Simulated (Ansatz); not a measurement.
Geometry optimisation, RKS B3LYP-D4/def2-SVP (Ansatz 0.2.0).

The input (input.yaml):

```yaml
crystal:
  periodic: [false, false, false]
  atoms:
    - { symbol: C, position_ang: [1.63972, 0.85586, -2.15939] }
    - { symbol: C, position_ang: [1.02317, 0.76255, -1.12329] }
    - { symbol: Ga, position_ang: [0.012, 0.60402, 0.55618] }
    - { symbol: C, position_ang: [-1.09327, -1.02405, 1.01779] }
    - { symbol: H, position_ang: [2.17915, 0.94399, -3.06292] }
    - { symbol: H, position_ang: [0.16341, 1.87829, 1.4724] }
    - { symbol: H, position_ang: [-0.65862, -1.91679, 0.55765] }
    - { symbol: H, position_ang: [-1.14951, -1.18033, 2.09886] }
    - { symbol: H, position_ang: [-2.11606, -0.92353, 0.64273] }
basis:
  gaussian: { orbitals: def2-SVP }
hamiltonian:
  xc: b3lyp
  dispersion: d4
relax:
  f_tol: 0.02
  max_steps: 50
output:
  orbitals: {}
```

Run as:

```bash
$ ansatz run input.yaml --threads 2 --pin off --max-ram 3072MiB --backend cpu --events-out ev --progress --plain --runs-dir out
```

**Question.** Where does it end, and by what steps?

**Answer.** The run converged. After 3 steps the energy has fallen by 0.064 eV; H9 moved furthest, 0.11 Å.

| step | energy less start (eV) | largest force component (eV/Å) | accepted |
| --- | --- | --- | --- |
| 0 | 0.0000 | 1.504 | yes |
| 1 | -0.0588 | 0.226 | yes |
| 2 | -0.0634 | 0.060 | yes |
| 3 | -0.0637 | 0.016 | yes |

```xyz
9
Properties=species:S:1:pos:R:3
C 1.591 0.803 -2.129
C 0.979 0.733 -1.074
Ga 0.013 0.629 0.594
C -1.037 -0.993 0.981
H 2.132 0.870 -3.057
H 0.106 1.872 1.546
H -0.599 -1.880 0.498
H -1.129 -1.172 2.063
H -2.056 -0.861 0.577
```

Time of the run: 4.4 s on 2 threads of AMD EPYC 9R45 96-Core Processor (Zen 5), with other jobs on the host, peak memory 0.23 GiB.
